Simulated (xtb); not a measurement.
C3H4O3, quintet, at a GFN2-xTB geometry of the parent state (a higher spin typed on purpose: for a closed-shell molecule this is an excited state); GFN1-xTB (xtb 6.7.1).

The xtb input:
```
$ xtb mol.xyz --gfn 1 --chrg 0 --uhf 4 --json

# file mol.xyz
10

O      2.02364805    -0.10196367    -0.02219553
C      0.84129222    -0.04238941    -0.00922736
O      0.02528031    -1.10906625     0.06015929
C     -1.32923011    -0.70405933     0.05664352
C     -1.25265770     0.83415051    -0.02832517
O      0.13529665     1.10097540    -0.06192051
H     -1.80468390    -1.05510197     0.97634301
H     -1.82913313    -1.15234299    -0.80606914
H     -1.71042935     1.23221471    -0.93778897
H     -1.68598012     1.32945573     0.84462318
```

Write the output that xtb gives for this input, abridged.


```
   ID    Z sym.   atoms
    1    8 O      1, 3, 6
    2    6 C      2, 4, 5
    3    1 H      7-10

           -------------------------------------------------
          |                Calculation Setup                |
           -------------------------------------------------

           -------------------------------------------------
          |                 G F N 1 - x T B                 |
           -------------------------------------------------

          ...................................................
          :                      SETUP                      :
          :.................................................:
          :  # basis functions                  32          :
          :  # atomic orbitals                  32          :
          :  # shells                           20          :
          :  # electrons                        34          :
          :  # halogen bonds                     0          :
          :  max. iterations                   250          :
          :  Hamiltonian                  GFN1-xTB          :
          :  restarted?                      false          :
          :  GBSA solvation                  false          :
          :  PC potential                    false          :
          :  electronic temp.          300.0000000     K    :
          :  accuracy                    1.0000000          :
          :  -> integral cutoff          0.2500000E+02      :
          :  -> integral neglect         0.1000000E-07      :
          :  -> SCF convergence          0.1000000E-05 Eh   :
          :  -> wf. convergence          0.2000000E-04 e    :
          :  Broyden damping             0.4000000          :
          :  net charge                          0          :
          :  unpaired electrons                  4          :
          ...................................................

 iter      E             dE          RMSdq      gap      omega  full diag
   1    -21.8778515 -0.218779E+02  0.806E+00    0.16       0.0  T
   2    -20.9079165  0.969935E+00  0.726E+00    0.53       1.0  T
   3    -21.8954196 -0.987503E+00  0.479E+00    0.21       1.0  T
   4    -22.0139291 -0.118510E+00  0.261E+00    0.23       1.0  T
   5    -22.1328210 -0.118892E+00  0.159E+00    0.22       1.0  T
   6    -22.1341423 -0.132130E-02  0.121E+00    0.21       1.0  T
   7    -22.1543411 -0.201988E-01  0.615E-01    0.22       1.0  T
   8    -22.1452639  0.907720E-02  0.108E+00    0.22       1.0  T
   9    -22.1551921 -0.992819E-02  0.436E-01    0.22       1.0  T
  10    -22.1571755 -0.198344E-02  0.310E-01    0.22       1.0  T
  11    -22.1571343  0.412267E-04  0.269E-01    0.21       1.0  T
  12    -22.1584961 -0.136184E-02  0.514E-02    0.21       1.0  T
  13    -22.1585182 -0.220575E-04  0.274E-02    0.21       1.2  T
  14    -22.1585354 -0.171802E-04  0.114E-02    0.21       2.8  T
  15    -22.1585369 -0.154740E-05  0.598E-03    0.21       5.3  T
  16    -22.1585371 -0.172920E-06  0.484E-03    0.21       6.5  T
  17    -22.1585374 -0.328223E-06  0.249E-03    0.21      12.7  T
  18    -22.1585375 -0.126484E-06  0.446E-04    0.21      70.8  T
  19    -22.1585375 -0.412365E-08  0.308E-05    0.21    1028.4  T
  20    -22.1585375 -0.155254E-10  0.117E-05    0.21    2693.9  T

   *** convergence criteria satisfied after 20 iterations ***

         :::::::::::::::::::::::::::::::::::::::::::::::::::::
         ::                     SUMMARY                     ::
         :::::::::::::::::::::::::::::::::::::::::::::::::::::
         :: total energy             -21.994395196636 Eh    ::
         :: gradient norm              0.299083255023 Eh/a0 ::
         :: HOMO-LUMO gap              0.214050202094 eV    ::
         ::.................................................::
         :: SCC energy               -22.158537544632 Eh    ::
         :: -> electrostatic           0.074864845737 Eh    ::
         :: repulsion energy           0.167010355276 Eh    ::
[...]
        11        2.0000           -0.6163312             -16.7712
        12        2.0000           -0.6111935             -16.6314
        13        2.0000           -0.6016169             -16.3708
        14        1.9975           -0.5487661             -14.9327
        15        1.6979           -0.5438772             -14.7997
        16        1.3046           -0.5422975             -14.7567
        17        1.0000           -0.5063297             -13.7779
        18        1.0000           -0.2308581              -6.2820
        19        0.9843           -0.1518640              -4.1324 (HOMO)
        20        0.0157           -0.1439978              -3.9184 (LUMO)
        21                         -0.1205653              -3.2807
        22                         -0.0817606              -2.2248
        23                         -0.0259999              -0.7075
        24                          0.0027795               0.0756
        25                          0.1080663               2.9406
        26                          0.1485499               4.0422
        27                          0.1632469               4.4422
        28                          0.2857098               7.7746
        29                          0.2991064               8.1391
        30                          0.3183916               8.6639
       ...                                ...                  ...
        32                          0.8017338              21.8163
      -------------------------------------------------------------
                  HL-Gap            0.0078662 Eh            0.2141 eV
             Fermi-level           -0.3455063 Eh           -9.4017 eV

  Mulliken/CM5 charges         n(s)   n(p)   n(d)
     1O    -0.33983 -0.37941   1.742  4.598  0.000
     2C     0.54412  0.63373   0.769  2.687  0.000
     3O    -0.32656 -0.40155   1.704  4.622  0.000
     4C     0.25334  0.17708   1.068  2.679  0.000
     5C     0.25334  0.17708   1.068  2.679  0.000
     6O    -0.32656 -0.40155   1.704  4.622  0.000
     7H    -0.01446  0.04865   1.014  0.000  0.000
     8H    -0.01446  0.04865   1.014  0.000  0.000
     9H    -0.01446  0.04865   1.014  0.000  0.000
    10H    -0.01446  0.04865   1.014  0.000  0.000

Wiberg/Mayer (AO) data.
largest (>0.10) Wiberg bond orders for each atom

 ---------------------------------------------------------------------------
     #   Z sym  total        # sym  WBO       # sym  WBO       # sym  WBO
 ---------------------------------------------------------------------------
     1   8 O    1.489 --     2 C    1.329
     2   6 C    3.178 --     1 O    1.329     6 O    0.908     3 O    0.908
     3   8 O    2.148 --     4 C    1.025     2 C    0.908
     4   6 C    3.785 --     5 C    1.042     3 O    1.025     7 H    0.786
                             8 H    0.786
     5   6 C    3.785 --     4 C    1.042     6 O    1.025     9 H    0.786
                            10 H    0.786
     6   8 O    2.148 --     5 C    1.025     2 C    0.908
     7   1 H    1.237 --     4 C    0.786     8 H    0.136    10 H    0.112
     8   1 H    1.237 --     4 C    0.786     7 H    0.136     9 H    0.112
     9   1 H    1.237 --     5 C    0.786    10 H    0.136     8 H    0.112
    10   1 H    1.237 --     5 C    0.786     9 H    0.136     7 H    0.112
 ---------------------------------------------------------------------------

Topologies differ in total number of bonds
Writing topology from bond orders to xtbtopo.mol

 dipole moment from electron density (au)
     X       Y       Z
  -1.6304   0.0822   0.0179  total (Debye):    4.150

           -------------------------------------------------
          | TOTAL ENERGY              -21.994395196636 Eh   |
          | GRADIENT NORM               0.299083255023 Eh/α |
          | HOMO-LUMO GAP               0.214050202094 eV   |
           -------------------------------------------------

normal termination of xtb
```
